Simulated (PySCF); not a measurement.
## How methods differ on the excitation energy of Cu⁺

Cu⁺ [Ar] 3d10 (1S) → Cu⁺ [Ar] 3d9 4p1 (high-spin determinant), as a difference of total energies. Computed with PySCF 2.14 in x2c-TZVPPall with one added diffuse shell each of s, p, d, f type (7s6p5d3f1g, 80 functions), with the spin-free X2C one-electron Hamiltonian (Gaussian nucleus). Correlated levels: valence: [Ar] frozen. The calculations carry no spin-orbit coupling.

```
           method  excitation energy (eV)
              UHF                   5.915
    MP2 (valence)                   9.018
SCS-MP2 (valence)                   8.694
   CCSD (valence)                   8.001
CCSD(T) (valence)                   8.166
```

Task: How much does correlation contribute at CCSD(T) (valence)?

Result: 8.166 − (5.915) = 2.251 eV, measured against UHF.

The determinant of the upper state mixes LS terms, which raises its energy above the lowest term, most at the Hartree-Fock and MP2 levels.
